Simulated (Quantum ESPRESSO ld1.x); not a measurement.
Values are calculated unless marked as measured or tabulated.
Species: the barium ion Ba6+. Configuration: [Kr] 4d10 5s2 5p2 (the NIST ground configuration). Code: ld1.x of Quantum ESPRESSO 7.5. Model: scalar-relativistic Kohn-Sham, PBE, spin-unpolarised, spherical densities, point nucleus.

Radial electron density D(r) = 4 pi r^2 rho(r):

r (bohr),D(r) (e/bohr)
0.004475,25.20
0.005968,36.05
0.008024,49.18
0.0107,61.83
0.01439,71.12
0.01919,73.11
0.0258,68.26
0.03441,64.09
0.04627,71.02
0.06171,87.79
0.08296,95.48
0.1107,81.40
0.1488,69.29
0.1984,79.05
0.2668,74.67
0.3558,42.06
0.4784,28.14
0.638,32.88
0.8578,22.47
1.144,9.704
1.538,4.696
2.052,1.894
2.758,0.3085
3.679,0.01597
4.946,0.0001523

D(r) has 4 maxima, at r = 0.0179, 0.0791, 0.224, 0.633 bohr, and minima at 0.0344, 0.148, 0.463 bohr, inside which lie 1.96, 11.15, 28.99 electrons.
